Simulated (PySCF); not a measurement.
Dipole moment and polarisability of `C[SiH2]O[SiH2]CCl`

C2H9ClOSi2.
Structure used (PBE0-D3(BJ)/def2-SVP), in Å, numbered top down from 1:
```
atom  x, y, z in Å
C1     2.333    0.331   -0.041
Si2    1.226   -1.166   -0.174
O3    -0.229   -0.765   -0.886
Si4   -1.523    0.253   -0.868
C5    -2.175    0.433    0.896
Cl6   -0.880    1.075    1.959
H7     3.298    0.059    0.415
H8     2.533    0.763   -1.034
H9     1.860    1.102    0.587
H10    0.967   -1.761    1.172
H11    1.850   -2.207   -1.042
H12   -2.608   -0.327   -1.713
H13   -1.149    1.607   -1.373
H14   -2.497   -0.533    1.312
H15   -3.027    1.128    0.948
```

Level: CAM-B3LYP/def2-SVPD (PySCF), static field, nuclei fixed, core orbitals frozen in the response. The polarisability tensor in these axes (au):

```
x   98.32 -0.80  2.80
y   -0.80 86.53  4.32
z    2.80  4.32 91.70
```

Q: Diagonalise the tensor; give its mean and Δα, where Δα² is half the sum of the squared differences of the eigenvalues.

A: Principal values 83.78, 93.38 and 99.40 au; mean 92.18 au = 13.66 Å³ = 15.20 × 10⁻⁴⁰ C²·m²/J; Δα = 13.65 au (15 % of the mean).

Q: What is the dipole moment, and where does it point?

A: (-0.83, 0.19, -0.34) D, 0.91 D in size, pointing from the negative to the positive side. Measured along this direction, the outermost atoms are H7 at the negative end and H12 at the positive end.

Q: What would n − 1 = 2πNα be for an ideal gas of these molecules at 298.15 K and 1 atm, electronic part alone?

A: N = p/kT = 2.4615 × 10¹⁹ cm⁻³, so n − 1 = 2π × N × 13.66 × 10⁻²⁴ cm³ = 2113 × 10⁻⁶ at long wavelengths.

Q: Find the Langevin capture rate constant for O2+ (31.990 u) meeting this molecule (139.988 u), k = 2.342 × 10⁻⁹ cm³/s × √(α in Å³ / reduced mass in u).

A: The reduced mass is 26.04 u, so k = 1.70 × 10⁻⁹ cm³/s. The formula leaves out the permanent dipole, which adds to the capture rate.

Q: Traceless (Buckingham) quadrupole moment about the centre of nuclear charge: eigenvalues?

A: -8.69, -1.03, 9.72 D·Å. The values depend on the origin, since the dipole doesn't vanish. The electronic extent ⟨r²⟩ about the same centre is 1304 bohr², a root-mean-square distance of 2.22 Å for the 74 electrons.

Q: Along which axes do the principal values lie, and how far do the nuclei extend along each?

A: Largest value along (0.92, 0.07, 0.37), where the nuclei span 6.28 Å; middle along (-0.35, 0.53, 0.77), 5.02 Å; least along (0.14, 0.85, -0.51), 3.85 Å. The response follows the extents in order.

Q: What molar refraction does this α imply?

A: Lorentz–Lorenz: R = (4π/3)N_A α = 2.5225 cm³/(mol·Å³) × 13.66 Å³ = 34.5 cm³/mol, in the limit of long wavelengths.

One conformer (not necessarily the lowest) at the PBE0-D3(BJ)/def2-SVP geometry, without solvent, vibrations or thermal averaging.
